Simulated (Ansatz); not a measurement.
`[SbH2][TeH]` at its PBE0-D4/def2-TZVP geometry, where that method's forces vanish. The species carries charge 0 and has multiplicity 1. Sb, Te: def2 effective core potential.

```xyz
5

Sb   -1.1700    0.2111    0.6212
Te    0.2821    0.8662   -1.6385
H     0.1316    0.4450    1.7032
H    -0.8328   -1.4614    0.5293
H     1.5891   -0.0608   -1.2152
```

Question: What forces (eV/Å) does B3LYP-D4/def2-TZVPP give on these atoms in Ansatz 0.2.0? (Estimate.)

Answer: Computed: 
```
Sb1 -0.225  0.002  0.182
Te2  0.085  0.115 -0.256
H3   0.056  0.007  0.060
H4   0.010 -0.081  0.006
H5   0.074 -0.042  0.008
```

B3LYP here is the variant with VWN-RPA as its local correlation; programs differ in this.
